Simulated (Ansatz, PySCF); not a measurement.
The pair A = N2 (SMILES N#N) (first 2 atoms), B = AsH3 (SMILES [AsH3]); geometry from B3LYP-D3(BJ)/def2-TZVP.
(charge 0, multiplicity 1):
```xyz
6

N      0.2416    -0.2329    -1.0082
N      0.4601    -0.6963    -0.0452
As    -0.3685     0.0808     3.2832
H      1.1162    -0.2562     3.3540
H     -0.7518    -1.3874     3.1392
H     -0.5133     0.0315     4.8011
```

Correlated levels freeze the cores. Filled d and f shells under p-block atoms count as core. CBS(a, b) extrapolates the correlation energy as X⁻³ and adds the Hartree–Fock energy of set b.

Codes used: Ansatz (Gaussian orbitals); PySCF for the dispersion terms. Each number belongs to the level named beside it.

The monomers are drawn apart, rigid, along the line of their centres of mass. Counterpoise-corrected interaction energies (kcal/mol):

```
level                                  R = 5.335 Å  R = 6.742 Å
-------------------------------------  -----------  -----------
PBE-D3(BJ)/def2-TZVPPD                     -0.2343      -0.0478
wB97M-V/def2-TZVPPD                        -0.1700      -0.0389
CCSD(T)/CBS(aug-cc-pVDZ, aug-cc-pVTZ)      -0.1766      -0.0429
```

**Question.** R is the distance of the centres of mass. Find the local exponent m of E ∝ R⁻ᵐ between the two points.

**Answer.** 
m = ln(E₁/E₂)/ln(R₂/R₁): PBE-D3(BJ)/def2-TZVPPD 6.8; wB97M-V/def2-TZVPPD 6.3; CCSD(T)/CBS(aug-cc-pVDZ, aug-cc-pVTZ) 6.0. For scale, two fixed dipoles give m = 3, dipole and quadrupole 4, quadrupoles 5, and dispersion or dipole-induced dipole 6 at long range; at these distances several terms mix, and what is left of overlap and damping shifts m, so it need not match one of them.

Ansatz is a program for electronic structure.
